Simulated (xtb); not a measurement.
xtb input file for hexafluoroantimonate (F6Sb), SMILES [F][Sb-]([F])([F])([F])([F])[F], charge -1, GFN2-xTB. 

```
$ xtb mol.xyz --gfn 2 --sp --chrg -1 --uhf 0 --json
$ cat mol.xyz
7

F     -0.00000000    -1.91805132     0.00000000
Sb     0.00000000     0.00000000     0.00000000
F      0.00000000     0.00000001    -1.91805133
F      1.91805133    -0.00000000     0.00000000
F     -1.91805133     0.00000000    -0.00000000
F      0.00000000     1.91805132    -0.00000000
F     -0.00000000    -0.00000001     1.91805133
```

Program output:

```
[banner left out]
          |                Calculation Setup                |
           -------------------------------------------------



           -------------------------------------------------
          |                 G F N 2 - x T B                 |
           -------------------------------------------------

        Reference                      10.1021/acs.jctc.8b01176
      * Hamiltonian:
        H0-scaling (s, p, d)           1.850000    2.230000    2.230000
        zeta-weighting                 0.500000
      * Dispersion:
        s8                             2.700000
        a1                             0.520000
        a2                             5.000000
        s9                             5.000000
      * Repulsion:
        kExp                           1.500000    1.000000
        rExp                           1.000000
      * Coulomb:
        alpha                          2.000000
        third order                    shell-resolved
        anisotropic                    true
        a3                             3.000000
        a5                             4.000000
        cn-shift                       1.200000
        cn-exp                         4.000000
        max-rad                        5.000000


          ...................................................
          :                      SETUP                      :
          :.................................................:
          :  # basis functions                  34          :
          :  # atomic orbitals                  33          :
          :  # shells                           15          :
          :  # electrons                        48          :
          :  max. iterations                   250          :
          :  Hamiltonian                  GFN2-xTB          :
          :  restarted?                      false          :
          :  GBSA solvation                  false          :
          :  PC potential                    false          :
          :  electronic temp.          300.0000000     K    :
          :  accuracy                    1.0000000          :
          :  -> integral cutoff          0.2500000E+02      :
          :  -> integral neglect         0.1000000E-07      :
          :  -> SCF convergence          0.1000000E-05 Eh   :
          :  -> wf. convergence          0.1000000E-03 e    :
          :  Broyden damping             0.4000000          :
          :  net charge                         -1          :
          :  unpaired electrons                  0          :
          ...................................................

 iter      E             dE          RMSdq      gap      omega  full diag
   1    -30.9923690 -0.309924E+02  0.773E+00    7.45       0.0  T
   2    -31.0327428 -0.403738E-01  0.452E+00    8.17       1.0  T
   3    -31.0164140  0.163288E-01  0.236E+00    7.77       1.0  T
   4    -31.0633674 -0.469534E-01  0.517E-01    8.14       1.0  T
   5    -31.0639426 -0.575148E-03  0.104E-01    8.19       1.0  T
   6    -31.0639312  0.113959E-04  0.657E-02    8.18       1.0  T
   7    -31.0639577 -0.265006E-04  0.123E-02    8.20       3.1  T
   8    -31.0639580 -0.314251E-06  0.865E-03    8.20       4.4  T
   9    -31.0639581 -0.114328E-06  0.118E-03    8.20      31.9  T
  10    -31.0639581 -0.209611E-07  0.817E-06    8.20    4624.5  T
  11    -31.0639581  0.355271E-14  0.343E-06    8.20   11020.2  T

   *** convergence criteria satisfied after 11 iterations ***

         #    Occupation            Energy/Eh            Energy/eV
      -------------------------------------------------------------
         1        2.0000           -0.7788323             -21.1931
       ...           ...                  ...                  ...
        18        2.0000           -0.3444686              -9.3735
        19        2.0000           -0.3444686              -9.3735
        20        2.0000           -0.3443397              -9.3700
        21        2.0000           -0.3443397              -9.3700
        22        2.0000           -0.3443397              -9.3700
        23        2.0000           -0.3420763              -9.3084
        24        2.0000           -0.3420763              -9.3084 (HOMO)
        25                         -0.0407691              -1.1094 (LUMO)
        26                          0.1615887               4.3971
        27                          0.1615887               4.3971
        28                          0.1615887               4.3971
        29                          0.2404351               6.5426
       ...                                ...                  ...
        33                          1.3126296              35.7185
      -------------------------------------------------------------
                  HL-Gap            0.3013072 Eh            8.1990 eV
             Fermi-level           -0.1914227 Eh           -5.2089 eV

 SCC (total)                   0 d,  0 h,  0 min,  0.007 sec
 SCC setup                      ...        0 min,  0.000 sec (  1.202%)
 Dispersion                     ...        0 min,  0.000 sec (  0.362%)
 classical contributions        ...        0 min,  0.000 sec (  0.215%)
 integral evaluation            ...        0 min,  0.001 sec ( 17.526%)
 iterations                     ...        0 min,  0.003 sec ( 45.306%)
 molecular gradient             ...        0 min,  0.002 sec ( 33.443%)
 printout                       ...        0 min,  0.000 sec (  1.767%)

         :::::::::::::::::::::::::::::::::::::::::::::::::::::
         ::                     SUMMARY                     ::
         :::::::::::::::::::::::::::::::::::::::::::::::::::::
         :: total energy             -31.053715014907 Eh    ::
         :: gradient norm              0.000062012040 Eh/a0 ::
         :: HOMO-LUMO gap              8.198986016796 eV    ::
         ::.................................................::
         :: SCC energy               -31.063956355525 Eh    ::
         :: -> isotropic ES            0.211047688072 Eh    ::
         :: -> anisotropic ES         -0.013548153029 Eh    ::
         :: -> anisotropic XC         -0.017858177707 Eh    ::
         :: -> dispersion             -0.004692722815 Eh    ::
         :: repulsion energy           0.010241340618 Eh    ::
         :: add. restraining           0.000000000000 Eh    ::
         :: total charge              -1.000000000000 e     ::
         :::::::::::::::::::::::::::::::::::::::::::::::::::::

           -------------------------------------------------
          |                Property Printout                |
           -------------------------------------------------

    * Orbital Energies and Occupations

         #    Occupation            Energy/Eh            Energy/eV
      -------------------------------------------------------------
         1        2.0000           -0.7788323             -21.1931
       ...           ...                  ...                  ...
        12        2.0000           -0.3636554              -9.8956
        13        2.0000           -0.3636554              -9.8956
        14        2.0000           -0.3464950              -9.4286
        15        2.0000           -0.3464950              -9.4286
        16        2.0000           -0.3464949              -9.4286
        17        2.0000           -0.3444686              -9.3735
        18        2.0000           -0.3444686              -9.3735
        19        2.0000           -0.3444686              -9.3735
        20        2.0000           -0.3443397              -9.3700
        21        2.0000           -0.3443397              -9.3700
        22        2.0000           -0.3443397              -9.3700
Note: The following floating-point exceptions are signalling: IEEE_UNDERFLOW_FLAG IEEE_DENORMAL
normal termination of xtb
        23        2.0000           -0.3420763              -9.3084
        24        2.0000           -0.3420763              -9.3084 (HOMO)
        25                         -0.0407691              -1.1094 (LUMO)
        26                          0.1615887               4.3971
        27                          0.1615887               4.3971
        28                          0.1615887               4.3971
        29                          0.2404351               6.5426
        30                          0.2404351               6.5426
        31                          0.2404351               6.5426
        32                          1.3126296              35.7185
        33                          1.3126296              35.7185
      -------------------------------------------------------------
                  HL-Gap            0.3013072 Eh            8.1990 eV
             Fermi-level           -0.1914227 Eh           -5.2089 eV

     #   Z          covCN         q      C6AA      α(0)
     1   9 F        0.720    -0.256    11.838     4.063
     2  51 Sb       4.320     0.536   347.755    35.501
     3   9 F        0.720    -0.256    11.838     4.063
     4   9 F        0.720    -0.256    11.838     4.063
     5   9 F        0.720    -0.256    11.838     4.063
     6   9 F        0.720    -0.256    11.838     4.063
     7   9 F        0.720    -0.256    11.838     4.063

 Mol. C6AA /au·bohr⁶  :       1476.172117
 Mol. C8AA /au·bohr⁸  :      74703.275027
 Mol. α(0) /au        :         59.879116


Wiberg/Mayer (AO) data.
largest (>0.10) Wiberg bond orders for each atom

 ---------------------------------------------------------------------------
     #   Z sym  total        # sym  WBO       # sym  WBO       # sym  WBO
 ---------------------------------------------------------------------------
     1   9 F    1.173 --     2 Sb   0.846
     2  51 Sb   5.073 --     6 F    0.846     1 F    0.846     4 F    0.846
                             5 F    0.846     3 F    0.846     7 F    0.846
     3   9 F    1.173 --     2 Sb   0.846
     4   9 F    1.173 --     2 Sb   0.846
     5   9 F    1.173 --     2 Sb   0.846
     6   9 F    1.173 --     2 Sb   0.846
     7   9 F    1.173 --     2 Sb   0.846
 ---------------------------------------------------------------------------

Topologies differ in total number of bonds
Writing topology from bond orders to xtbtopo.mol

molecular dipole:
                 x           y           z       tot (Debye)
 q only:        0.000       0.000      -0.000
   full:       -0.000       0.000      -0.000       0.000
molecular quadrupole (traceless):
                xx          xy          yy          xz          yz          zz
 q only:       -0.000       0.000       0.000       0.000       0.000      -0.000
  q+dip:       -0.000       0.000       0.000      -0.000       0.000      -0.000
   full:       -0.000       0.000       0.000      -0.000       0.000      -0.000


           -------------------------------------------------
          | TOTAL ENERGY              -31.053715014907 Eh   |
          | GRADIENT NORM               0.000062012040 Eh/α |
          | HOMO-LUMO GAP               8.198986016796 eV   |
           -------------------------------------------------

------------------------------------------------------------------------
------------------------------------------------------------------------
 total:
 SCF:
```

The calculation finished and met its thresholds.

Cost: around 0.03 core-seconds (rough).
